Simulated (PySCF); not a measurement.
## Hf²⁺ (hafnium, charge +2): UHF calculation

Configuration: [Xe] 4f14 5d1 6s1, high-spin 3D determinant (an excited configuration). All numbers are calculated (PySCF 2.14, scalar relativity through the core potential, in aug-cc-pVTZ-PP with ECP60MDF).

```json
{
  "Total energy": "-47.240956 hartree",
  "One-electron energy": "-72.3172 hartree",
  "Hartree (Coulomb) energy": "30.0171 hartree",
  "Exchange energy": "-4.9408 hartree",
  "⟨S²⟩": "2.0026",
  "⟨L²⟩": "6.108",
  "Sum of ⟨r⟩": "15.60 bohr",
  "Sum of ⟨r²⟩": "30.44 bohr²",
  "Traceless quadrupole moment −½Σ⟨3z² − r²⟩ along its main axis": "0.562 e·bohr²"
}
```

| shell | electrons | mean orbital energy (hartree) | spread (hartree) | rms radius, mean of both spins (bohr) |
| --- | --- | --- | --- | --- |
| 5s α | 1 | -3.59600 | 0 | 1.22 |
| 5s β | 1 | -3.54979 | 0 | 1.22 |
| 5p α | 3 | -2.25743 | 0.02875 | 1.43 |
| 5p β | 3 | -2.19596 | 0.04192 | 1.43 |
| 5d α | 1 | -0.87430 | 0 | 2.21 |
| 6s α | 1 | -0.78444 | 0 | 3.20 |

Energies and moments cover only the electrons outside the core potential. Spin-orbit coupling, absent here, splits the open shell strongly.
